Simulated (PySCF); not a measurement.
## AlCl₂, SMILES `[Cl][Al][Cl]` (charge 0, multiplicity 2)

All values below come from TPSSh-D3(BJ)/def2-TZVP (PySCF).

The highest occupied spin orbital is -6.21 eV and the dipole moment is 1.45 D. The total energy is -1163.0119 Ha and the cost is around 110 core-seconds (rough).

```xyz
3

Cl    -1.8128    -0.3542     0.0000
Al    -0.0002     0.7255     0.0000
Cl     1.8129    -0.3532     0.0000
```
Charge 0, spin multiplicity 2.
